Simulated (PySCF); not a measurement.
## Cost of excited-state runs on `InChI=1S/C4H9FGeO/c1-7-3-2-6-4(3)5/h3-4H,2,6H2,1H3/t3-,4-/m0/s1`

Geometry:
```tsv
atom	x (Å)	y (Å)	z (Å)
C1	2.288	0.027	-0.056
O2	1.031	-0.593	-0.167
C3	-0.014	0.251	-0.611
C4	-1.168	-0.690	-0.966
Ge5	-1.638	-0.721	0.966
C6	-0.596	0.957	0.623
F7	-1.470	1.960	0.242
H8	2.980	-0.744	0.278
H9	2.283	0.846	0.670
H10	2.617	0.418	-1.026
H11	0.326	0.919	-1.414
H12	-1.920	-0.177	-1.562
H13	-0.832	-1.582	-1.486
H14	-3.074	-0.530	1.393
H15	-0.965	-1.751	1.827
H16	0.144	1.419	1.278
```

PySCF with density fitting, on 1 thread of an Arm Neoverse V1, shared host. Command: `OMP_NUM_THREADS=1 python excited_run.py task.json out`

(1) How long does this run take, and how much memory?
- circular dichroism and optical rotation, LC-wPBE/aug-cc-pVDZ; 8 states

Answers

(1) 
| run | level | basis functions | wall time | peak memory (GiB) |
| --- | --- | --- | --- | --- |
| circular dichroism and optical rotation | LC-wPBE/aug-cc-pVDZ | 255 | 2.1 min | 1.1 |

Times from a shared host are rough.
